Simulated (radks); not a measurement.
Values are calculated unless marked as measured or tabulated.
The chromium ion Cr+, configuration [Ar] 3d4 4s1 (not the ground configuration).

Code: a radial shooting solver on a logarithmic mesh with Libxc functionals. Model: scalar-relativistic Kohn-Sham, PBE, spin-unpolarised, spherical densities, finite nucleus; Fermi nuclear charge, rms radius 3.6452 fm.

Energy parts (eV):
part                      energy
total                 -28578.260
kinetic                28868.301
electron-nucleus      -67936.833
Hartree                11803.815
exchange-correlation   -1313.543

Orbitals (lengths in bohr, moments of r in powers of bohr):
orbital  occ.  eigenvalue (eV)   <1/r>       <r^4>      <r>
1s          2        -5892.809   23.88  0.00007592  0.06355
2s          2        -679.4269   5.051     0.01807   0.2931
2p          6        -572.9424   4.952     0.01414   0.2599
3s          2         -85.8785   1.572       1.404   0.8976
3p          6         -57.1956   1.436       2.053   0.9570
3d          4         -13.8051   1.062       12.19    1.275
4s          1         -11.4047  0.4456       150.3    2.918

The highest occupied level is 4s at -11.405 eV. Summed over all electrons, <r^2> = 27.35 bohr^2, which gives a Langevin (diamagnetic) susceptibility term of -21.7 x 10^-6 cm^3/mol. The density falls to 0.001 e/bohr^3 at r = 4.03 bohr. The electron density at the nucleus is 1.151e+04 e/bohr^3 (large components only).
